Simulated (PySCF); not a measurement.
A structure optimised at B3LYP-D3(BJ)/def2-SVP, used in a PySCF frequency run:

```xyz
10

N      1.7009    -0.8205    -0.7733
Sn     0.0107     0.0034    -0.0066
O      0.2792     1.6903     1.0052
O     -1.1576     0.2726    -1.5866
O     -0.8608    -1.1533     1.3544
H      1.7416    -0.6698    -1.7829
H      2.5375    -0.4020    -0.3639
H     -0.0604     1.5890     1.9074
H     -2.0054     0.6705    -1.3425
H     -0.7429    -2.0905     1.1416
```
Charge 0, spin multiplicity 1.

Task: Write its SMILES and formula.

Result: [NH2][Sn]([OH])([OH])[OH], H5NO3Sn

Task: What are its rotational constants (standard atomic weights)?

Result: 2.9483, 2.6426, 2.5829 GHz
